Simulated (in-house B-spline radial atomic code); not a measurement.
A fraction x of an electron is moved 4d → 5p in Sb2+, starting from [Kr] 4d10 5s2 5p1 and keeping the highest spin. Method: non-relativistic LDA PW92, spin-polarised, spherical fractional occupations, point nucleus. Calculated with a radial B-spline atomic code at the basis-set limit.

```tsv
x	E(x) - E(0) (eV)	4d down level (eV)	5p up level (eV)
0	0.0000	-53.504	-20.689
0.125	4.1334	-54.286	-20.966
0.25	8.3301	-55.066	-21.239
0.375	12.5901	-55.843	-21.509
0.5	?	?	?
0.625	?	?	?
0.75	25.7509	-58.160	-22.301
0.875	30.2651	-58.927	-22.560
1	34.8428	-59.692	-22.815
```

Task: What belongs in the row x = 0.5?

Result: An energy change of 16.9135 eV; 4d down at -56.618 eV, 5p up at -21.776 eV.

Task: What belongs in the row x = 0.625?

Result: An energy change of 21.3004 eV; 4d down at -57.390 eV, 5p up at -22.040 eV.

Task: Check Janak's theorem between x = 0.125 and 0.25.

Result: The slope of the energy is 33.57 eV; the orbital levels give 33.57 eV (ε of the receiving orbital less ε of the emptying one, averaged over the two points).
